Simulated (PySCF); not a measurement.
C₄F₅, SMILES F[C](F)C#CC(F)(F)F, doublet (B3LYP/def2-SVP optimised geometry):

```
9

F     -2.644    -1.024     0.005
C     -1.915     0.069     0.000
F     -2.643     1.163     0.000
C     -0.551     0.069     0.000
C      0.679     0.068    -0.009
C      2.146     0.074     0.017
F      2.623    -1.163    -0.175
F      2.644     0.868    -0.943
F      2.621     0.520     1.191
```

Calculation: unrestricted B3LYP/def2-TZVP (PySCF 2.14.0).

**Question.** What are the frontier orbital energies (α orbitals alone; a β orbital can be the lowest empty one) and the dipole moment?

**Answer.** HOMO-2 -10.26 eV, HOMO-1 -9.49 eV, HOMO -6.46 eV, LUMO -1.70 eV, LUMO+1 0.58 eV; dipole moment 1.18 D.

On the same geometry unrestricted PBE/def2-TZVP (PySCF) gives HOMO-2 -8.86 eV, HOMO-1 -8.34 eV, HOMO -5.27 eV, LUMO -2.44 eV, LUMO+1 -0.12 eV; dipole moment 1.28 D.

Meta-Löwdin charges at B3LYP/def2-TZVP: F1 -0.21, C2 0.52, F3 -0.21, C4 -0.06, C5 -0.06, C6 0.80, F7 -0.26, F8 -0.26, F9 -0.26.
